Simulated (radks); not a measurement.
Values are calculated unless marked as measured or tabulated.
Ti+, configuration [Ar] 3d2 4s1. Level of theory: scalar-relativistic Kohn-Sham, r2SCAN, spin-unpolarised, spherical densities, finite nucleus; meta-GGA in the generalised Kohn-Sham scheme; Fermi nuclear charge, rms radius 3.5921 fm (a radial shooting solver on a logarithmic mesh with Libxc functionals).

Normalised radial functions P(r) = r R(r), r in bohr:

r             1s
0.007662  1.3415
0.008708  1.4876
0.009977  1.6546
0.01143   1.8330
0.01299   2.0099
0.01488   2.2052
0.01705   2.4051
0.01954   2.6051
0.0222    2.7885
0.02544   2.9717
0.02914   3.1348
0.03339   3.2685
0.03795   3.3587
0.04348   3.4070
0.04981   3.3970
0.05707   3.3212
0.06486   3.1858
0.07431   2.9737
0.08514   2.6967
0.09676   2.3867
0.1109    2.0216
0.127     1.6413
0.1455    1.2702
0.1654    0.9503
0.1895    0.6579
0.2171    0.4246
0.2487    0.2529
0.2827    0.1429
0.3238    0.0705
0.371     0.0310
0.4217    0.0126
0.4831    0.0042
0.5535    0.0012
0.6341    0.0003
0.7207    0.0001
0.8257    0.0000
0.946     0.0000
1.084     0.0000
1.232     0.0000
1.411     0.0000
1.617     0.0000
1.852     0.0000
2.105     0.0000
2.412     0.0000
2.763     0.0000
3.141     0.0000
3.598     0.0000
4.123     0.0000
4.723     0.0000
5.368     0.0000
6.15      0.0000
7.046     0.0000
8.073     0.0000
9.175     0.0000
10.51     0.0000

1s: eigenvalue -4896.6 eV, 0 radial nodes, <r> = 0.0696 bohr, 90 % of the charge inside 0.124 bohr.
